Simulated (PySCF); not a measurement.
CBr2F2, SMILES FC(F)(Br)Br. Geometry: PBE0-D3(BJ)/def2-SVP.

Level of theory: PBE0-D3(BJ)/def2-SVP run with PySCF.

Harmonic wavenumbers (cm⁻¹): 168, 285, 334, 346, 375, 647, 831, 1158, 1248. Rotational constants (GHz): 3.240, 1.117, 0.9697; symmetry number 2.

### Question
Work out the zero-point energy and the ideal-gas rigid-rotor harmonic-oscillator thermochemistry at 298.15 K and 1 atm.

### Answer
ZPE = ½ Σ hcν = ½ × 5392 cm⁻¹ = 32.25 kJ/mol. H − E(el) = 48.39 kJ/mol. Entropy in J/(mol K): translation 175.42, rotation 115.18, vibration 33.85, total 324.45. G − E(el) = -48.34 kJ/mol. Cp = 76.11 J/(mol K).
